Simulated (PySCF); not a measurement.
Coordinates in bohr (charge 0 multiplicity 1):
```
Se    0.0008   -0.8367    0.0000
S     2.2549    2.3241    0.0000
O    -2.1271   -0.3253   -2.5660
O    -2.1271   -0.3253    2.5660
H    -2.0237    1.4642   -2.9782
H    -2.0237    1.4642    2.9782
```

Method: PBE0/[Se def2-SVP, S def2-SVP, O def2-SVP, H def2-SVP], no relativity, density fitting, PySCF.

This geometry of SeS(OH)2 is a stationary point at this level.

(1) What is the point group?

(2) Is it a minimum?

(3) Which band is strongest in the infrared?

(4) Give the ideal-gas entropy at 298.15 K and 1 bar by parts.

## Answers

(1) Cs.

(2) Yes: all harmonic wavenumbers are real.

(3) 648 cm⁻¹ (a''), 131 km/mol.

(4) translation 171.0, rotation 110.0, vibration 37.8, spin 0.0; total 318.8 J/(mol K).

This need not be the most stable arrangement of these atoms.
